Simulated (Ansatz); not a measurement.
Mulliken charges of CH₄ClOSi, SMILES `C[Si](O)Cl` radical from r2SCAN/def2-TZVPP in Ansatz (PBE0-D4/def2-TZVP geometry).

```tsv
atom	x (Å)	y (Å)	z (Å)	charge (e)
C1	-0.743	0.888	-0.103	-0.284
Si2	0.670	-0.268	-0.463	0.489
O3	1.321	-0.676	0.991	-0.390
Cl4	-0.052	-1.971	-1.408	-0.272
H5	-1.245	1.179	-1.026	0.082
H6	-1.461	0.385	0.550	0.086
H7	-0.374	1.784	0.399	0.086
H8	1.976	-1.377	1.005	0.204
```

Q: By hand: the dipole of these point charges (1 e Å = 4.8032 D).

A: Σ q r = (0.181, 0.419, 0.002) e Å, of length 0.456 e Å = 2.19 D.

Q: How does the dipole of the full density compare? (Estimate.)

A: The calculation gave: (0.103, 0.143, 0.126) e Å, 1.04 D; the point charges give 2.11 times that, at 37° from its direction.

Point charges leave out the atoms' own dipoles, such as those of lone pairs, and Mulliken's split depends on the basis, so the two needn't agree.
